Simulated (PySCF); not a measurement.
CH₈GeO₂Si₂, SMILES OC(=O)[SiH2][SiH2][GeH3] (GFN2-xTB optimised geometry):

```
14

O      0.993    -1.302     0.000
C      1.628    -0.269     0.000
O      2.957    -0.269     0.000
Si     0.840     1.484     0.000
Si    -1.397     0.984    -0.342
Ge    -1.819    -1.301    -0.055
H      3.314    -1.176     0.005
H      1.243     2.035     1.299
H      1.612     2.214    -1.010
H     -1.812     1.413    -1.688
H     -2.235     1.779     0.570
H     -1.329    -2.214    -1.129
H     -3.314    -1.565    -0.055
H     -1.387    -1.893     1.246
```

Level of theory: PBE0/def2-TZVP (PySCF).

### Question
What are the frontier orbital energies and the dipole moment?

### Answer
HOMO-2 -8.87 eV, HOMO-1 -8.37 eV, HOMO -7.87 eV, LUMO -1.07 eV, LUMO+1 -0.70 eV; dipole moment 1.96 D.

Meta-Löwdin charges at PBE0/def2-TZVP: O1 -0.45, C2 0.33, O3 -0.45, Si4 0.32, Si5 0.13, Ge6 0.15, H7 0.35, H8 -0.06, H9 -0.06, H10 -0.06, H11 -0.06, H12 -0.04, H13 -0.07, H14 -0.04.
